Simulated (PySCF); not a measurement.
Job file and geometry (Å, from GFN2-xTB) of an NMR shielding run on `CC#CPCC(F)(F)F`, C₅H₆F₃P, GIAO PBE0/pcSseg-1 NMR shielding, non-relativistic, gas phase in PySCF; density fitting, a coarse starting grid and PySCF grid level 2 are the driver's defaults:

```
$ OMP_NUM_THREADS=1 python probes_run.py task.json out

{"job": {"kind": "nmr", "xc": "PBE0", "basis": "pcSseg-1"}, "charge": 0, "multiplicity": 1}
C      3.552348     0.057689    -0.092386
C      2.182169    -0.324237    -0.337582
C      1.024104    -0.623182    -0.484786
P     -0.612332    -1.127097    -0.896663
C     -1.443188     0.471219    -0.332660
C     -2.933067     0.265687    -0.314977
F     -3.419695    -0.047261    -1.523570
F     -3.604040     1.356286     0.095100
F     -3.297573    -0.730102     0.510721
H      4.137034    -0.822041     0.174883
H      3.977504     0.506666    -0.989641
H      3.602898     0.777580     0.724403
H     -0.841288    -1.795513     0.318404
H     -1.216138     1.270548    -1.043064
H     -1.113151     0.771747     0.664249
```

Q: What does the program print?

A: 
```
coarse grid: 14032 points
cycle   1  E = -834.0458561312  dE =  1.315e+00  |g| = 9.198e-01  |ddm| = 3.923e+00
cycle   2  E = -833.9190144956  dE =  1.268e-01  |g| = 1.316e+00  |ddm| = 1.558e+00
cycle   3  E = -834.1959726562  dE = -2.770e-01  |g| = 8.016e-02  |ddm| = 9.701e-01
cycle   4  E = -834.1969514220  dE = -9.788e-04  |g| = 4.236e-02  |ddm| = 1.004e-01
cycle   5  E = -834.1973236817  dE = -3.723e-04  |g| = 1.564e-02  |ddm| = 4.704e-02
cycle   6  E = -834.1973743079  dE = -5.063e-05  |g| = 6.670e-03  |ddm| = 1.619e-02
cycle   7  E = -834.1973850901  dE = -1.078e-05  |g| = 8.735e-04  |ddm| = 7.498e-03
cycle   8  E = -834.1973852694  dE = -1.793e-07  |g| = 2.293e-04  |ddm| = 1.216e-03
final grid: 135016 points
cycle   9  E = -834.2721358484  dE = -4.549e-05  |g| = 8.014e-03  |ddm| = 4.511e-02
cycle  10  E = -834.2721281998  dE =  7.649e-06  |g| = 1.042e-02  |ddm| = 1.472e-02
cycle  11  E = -834.2721500717  dE = -2.187e-05  |g| = 1.261e-03  |ddm| = 8.216e-03
cycle  12  E = -834.2721503624  dE = -2.906e-07  |g| = 5.204e-04  |ddm| = 1.374e-03
cycle  13  E = -834.2721504181  dE = -5.577e-08  |g| = 2.188e-04  |ddm| = 5.362e-04
cycle  14  E = -834.2721504289  dE = -1.071e-08  |g| = 2.766e-05  |ddm| = 1.896e-04
cycle  15  E = -834.2721504291  dE = -2.028e-10  |g| = 7.147e-06  |ddm| = 6.697e-05
converged SCF energy = -834.2721504291

GIAO shielding tensors (ppm)
atom      isotropic    diamagn.    paramagn.     s11        s22        s33       span
  0 C      180.867     254.028     -73.162    172.434    172.842    197.324     24.890
  1 C       75.202     272.598    -197.396    -18.511     -6.432    250.549    269.060
  2 C      110.352     273.730    -163.379     19.889     33.484    277.681    257.792
  3 P      463.936     965.634    -501.698    426.574    469.853    495.381     68.807
  4 C      151.197     253.987    -102.790    124.105    147.587    181.900     57.795
  5 C       52.149     246.873    -194.724     47.023     51.118     58.305     11.282
  6 F      251.558     471.016    -219.458    164.151    255.374    335.150    170.999
  7 F      243.644     469.983    -226.340    152.811    237.369    340.751    187.940
  8 F      252.563     474.040    -221.477    160.922    260.490    336.278    175.356
  9 H       29.592      27.268       2.324     24.589     27.699     36.489     11.900
 10 H       29.592      27.871       1.721     24.447     27.925     36.404     11.957
 11 H       29.559      31.763      -2.203     24.305     28.190     36.183     11.878
 12 H       27.066      28.715      -1.649     21.553     27.630     32.015     10.462
 13 H       29.298      31.452      -2.154     25.202     29.302     33.391      8.189
 14 H       28.638      33.203      -4.564     23.987     29.390     32.538      8.551
```

Size and cost of the density-fitted run: 190 basis functions, of the order of 90 core-seconds.
